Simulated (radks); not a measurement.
The holmium ion Ho2+ inside a hard spherical wall (all orbitals vanish at R), configuration held at [Xe] 4f11 and not refilled when levels cross. Calculated with a radial shooting solver on a logarithmic mesh with Libxc functionals: scalar-relativistic Kohn-Sham, PBE, spin-unpolarised, spherical densities, finite nucleus; Fermi nuclear charge, rms radius 5.2022 fm. Eigenvalues in eV, with the zero of energy where the potential of the charges vanishes at infinity; a dash marks a level that is unbound or too diffuse for the functional's potential to be trusted. A positive occupied level is held by the wall or, in an anion where self-interaction has pushed it up, behind a barrier. The pressure on the wall is -dE/dV.

R (bohr) = free: E (hartree) -12614.4955; kinetic (hartree) 13639.801; e(4d) -173.27; e(5s) -64.652; e(5p) -40.083; e(4f) -17.280; e(6s, empty) -14.695; e(5d, empty) -13.520; pressure (GPa) 0
R (bohr) = 20: E (hartree) -12614.4955; kinetic (hartree) 13639.801; e(4d) -173.27; e(5s) -64.652; e(5p) -40.083; e(4f) -17.280; e(6s, empty) -14.695; e(5d, empty) -13.520; pressure (GPa) < 0.0001
R (bohr) = 15: E (hartree) -12614.4955; kinetic (hartree) 13639.801; e(4d) -173.27; e(5s) -64.652; e(5p) -40.083; e(4f) -17.280; e(6s, empty) -14.695; e(5d, empty) -13.520; pressure (GPa) < 0.0001
R (bohr) = 12: E (hartree) -12614.4955; kinetic (hartree) 13639.801; e(4d) -173.27; e(5s) -64.652; e(5p) -40.083; e(4f) -17.280; e(6s, empty) -14.695; e(5d, empty) -13.520; pressure (GPa) < 0.0001
R (bohr) = 10: E (hartree) -12614.4955; kinetic (hartree) 13639.801; e(4d) -173.27; e(5s) -64.652; e(5p) -40.083; e(4f) -17.280; e(6s, empty) -14.694; e(5d, empty) -13.520; pressure (GPa) < 0.0001
R (bohr) = 7: E (hartree) -12614.4955; kinetic (hartree) 13639.802; e(4d) -173.26; e(5s) -64.647; e(5p) -40.079; e(4f) -17.274; e(6s, empty) -14.558; e(5d, empty) -13.482; pressure (GPa) 0.00558
R (bohr) = 3.5: E (hartree) -12614.3608; kinetic (hartree) 13640.846; e(4d) -170.57; e(5s) -62.678; e(5p) -38.057; e(4f) -14.721; e(6s, empty) 0.615; e(5d, empty) -8.228; pressure (GPa) 64.9
R (bohr) = 2: E (hartree) -12607.2208; kinetic (hartree) 13674.641; e(4d) -134.50; e(5s) -29.599; e(5p) 2.019; e(4f) 20.541; e(6s, empty) 147.61; e(5d, empty) 50.862; pressure (GPa) 12200
